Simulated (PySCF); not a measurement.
One of the candidates below gave these computed data.

All candidates are C4H8N2OSi.

- Triplet: lowest triplet excitation (Tamm–Dancoff): 3.52 eV [TDA wB97X-D/def2-SVPD]
- Polarisability: 84.9 au [wB97X-D/def2-SVPD]
- UV, first state: lowest singlet excitation: 4.05 eV (306 nm, f = 0.001) [TDDFT wB97X-D/def2-SVPD]
- Dipole: 3.22 D [wB97X-D/def2-SVPD]
- UV, strongest line: among the 8 lowest singlet transitions: S5 at 7.46 eV (166 nm, f = 0.053) [TDDFT wB97X-D/def2-SVPD]
- Rotational structure: rotational constants A, B, C: 2.850, 1.143, 0.861 GHz [GFN2-xTB]

The electronic properties come from PySCF, for the isolated species, density fitting. Levels stand in brackets. Geometry: GFN2-xTB, one conformer, isolated molecule.

Question: Which candidate is it?
A. `CC(=O)N[Si@H]1CC=N1`
B. `C=N[Si@H](CC#N)OC`
C. `[H]/N=C/CCO[SiH2]C#N`

Answer: B. It is `C=N[Si@H](CC#N)OC`. Numbering: `[CH2:1]=[N:2][Si@H:3]([CH2:4][C:5]#[N:6])[O:7][CH3:8]`. Its formula, C4H8N2OSi, gives 3 degrees of unsaturation: 0 rings and 3 π bonds in the structure found. The optimised geometry has point group C1 and is an asymmetric top.

The others, at the same levels:
- `CC(=O)N[Si@H]1CC=N1` fails: its computed lowest singlet excitation is 4.42 eV (281 nm, f = 0.001) (against 4.05 eV), lowest triplet excitation (Tamm–Dancoff) is 3.83 eV (against 3.52 eV) and strongest line among the 8 lowest singlet transitions is S6 at 7.16 eV (173 nm, f = 0.080) (against S5 at 7.46 eV).
- `[H]/N=C/CCO[SiH2]C#N` fails: its computed lowest singlet excitation is 5.24 eV (237 nm, f = 0.002) (against 4.05 eV), lowest triplet excitation (Tamm–Dancoff) is 4.48 eV (against 3.52 eV) and rotational constant A is 5.336 GHz (against 2.850 GHz).

Each candidate is one conformer, not necessarily the lowest. The conformers computed, where there is a choice (atom-mapped SMILES and torsion angles):
- `[CH2:1]=[N:2][Si@H:3]([CH2:4][C:5]#[N:6])[O:7][CH3:8]`: C1–N2–Si3–C4 -24°, N2–Si3–C4–C5 48°, N2–Si3–O7–C8 -56°
- `[CH3:1][C:2](=[O:3])[NH:4][Si@H:5]1[CH2:6][CH:7]=[N:8]1`: C1–C2–N4–Si5 178°, C2–N4–Si5–C6 85°
- `[H]/[N:8]=[CH:7]/[CH2:6][CH2:5][O:4][SiH2:3][C:2]#[N:1]`: C2–Si3–O4–C5 58°, Si3–O4–C5–C6 178°, O4–C5–C6–C7 -64°, C5–C6–C7–N8 -123°
